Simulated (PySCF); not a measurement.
A PySCF script (with the pyscf-properties extension) for the NMR shieldings of SMILES CSc1ccsc1[SiH2]O, C$_{5}$H$_{8}$OS$_{2}$Si, on a GFN2-xTB geometry:

```python
import basis_set_exchange as bse
import numpy as np
from pyscf import gto, dft
from pyscf.prop import nmr

atoms = """
C    -1.155487   -2.068762    0.068468
S    -0.168886   -1.332266   -1.277547
C    -0.241093    0.370031   -0.758882
C    -1.158027    1.282865   -1.333178
C    -1.061671    2.512913   -0.773729
S     0.147187    2.566086    0.450967
C     0.553237    0.900838    0.219076
Si    1.931174    0.121542    1.244991
O     2.257828   -1.361420    0.688223
H    -2.162618   -1.663479    0.036389
H    -0.681920   -1.853185    1.021827
H    -1.177659   -3.138382   -0.111798
H    -1.840319    1.017359   -2.120282
H    -1.623890    3.396799   -1.000374
H     1.449903   -0.012482    2.620569
H     3.116792    0.962358    1.113589
H     1.808450   -1.688784   -0.098219
"""
names = dict.fromkeys(["C", "S", "Si", "O", "H"], "pcSseg-1")
basis = {el: gto.basis.parse(bse.get_basis(n, elements=[el], fmt="nwchem")) for el, n in names.items()}
mol = gto.M(atom=atoms, basis=basis, charge=0, verbose=0)
mf = dft.RKS(mol, xc="PBE0")
mf.grids.level = 2
mf.grids.alignment = dft.numint.BLKSIZE   # the property module wants whole blocks of grid points
mf.conv_tol = 1e-9
mf.kernel()

calc = nmr.RKS(mf)   # GIAO
C = mf.mo_coeff
Co = C[:, mf.mo_occ > 0]
resp = mf.gen_response(singlet=True, hermi=2)
def vind(x):   # induced exchange potential for any number of trial vectors
    d = np.einsum("pi,xij,qj->xpq", C, 2 * x.reshape(-1, C.shape[1], Co.shape[1]), Co, optimize=True)
    return np.einsum("xpq,pi,qj->xij", resp(d - d.transpose(0, 2, 1)), C, Co, optimize=True).ravel()
mo1, _ = nmr.rhf.solve_mo1(calc, with_cphf=vind)
sigma = calc.kernel(mo1)
for i, s in enumerate(sigma):   # ppm
    w = np.linalg.eigvalsh((s + s.T) / 2)
    print("%2d %-2s iso %8.1f  s11 %8.1f  s22 %8.1f  s33 %8.1f" % (i, mol.atom_pure_symbol(i), w.mean(), *w))
```

Problem. What are the results?

Solution. 
```
 0 C  iso    157.4  s11    134.1  s22    153.0  s33    185.1
 1 S  iso    558.2  s11    398.1  s22    511.2  s33    765.3
 2 C  iso     40.7  s11    -35.2  s22     36.2  s33    121.1
 3 C  iso     48.0  s11    -30.5  s22     44.3  s33    130.1
 4 C  iso     44.9  s11    -47.9  s22     37.3  s33    145.2
 5 S  iso    228.9  s11     82.9  s22    236.0  s33    367.7
 6 C  iso     39.9  s11    -36.4  s22      4.9  s33    151.3
 7 Si iso    383.1  s11    340.0  s22    359.7  s33    449.6
 8 O  iso    324.2  s11    290.9  s22    305.9  s33    375.6
 9 H  iso     29.2  s11     24.1  s22     27.7  s33     35.7
10 H  iso     29.2  s11     23.7  s22     29.8  s33     34.2
11 H  iso     29.7  s11     25.2  s22     25.5  s33     38.4
12 H  iso     24.4  s11     20.9  s22     25.2  s33     27.1
13 H  iso     24.1  s11     21.5  s22     24.2  s33     26.8
14 H  iso     26.0  s11     22.2  s22     24.9  s33     30.8
15 H  iso     26.0  s11     21.4  s22     25.4  s33     31.3
16 H  iso     26.9  s11     14.1  s22     22.5  s33     44.1
```

These numbers come from an equivalent density-fitted implementation of the same equations, which agrees with the script to about 0.01 ppm for H and up to a few tenths of a ppm for heavy atoms, so last digits may differ.

Problem. Turn these shieldings into chemical shifts. References, each an isolated molecule treated in the same way: 13C (σ = 186.93 ppm) and 29Si (σ = 349.16 ppm) and 1H (σ = 31.72 ppm) vs TMS; CS2 for 33S (σ = 503.73 ppm); 17O (σ = 336.08 ppm) vs H2O.

Solution. Averaging equivalent atoms: C 6: 147.0; C 2: 146.2; C 4: 142.1; C 3: 139.0; C 0: 29.5; S 5: 275; S 1: -54; Si 7: -34.0; O 8: 11.9; H 13: 7.57; H 12: 7.33; H 14/15: 5.73; H 16: 4.83; H 9/10/11: 2.35 ppm. Experimental scales use liquid or dissolved standards, which lie at an offset from isolated H2O (liquid H2O: subtract about 36 ppm).

Size and cost of the density-fitted run: 214 basis functions, 44 s wall time on 1 thread of an Arm Neoverse V2, shared host; peak memory 1 GiB.
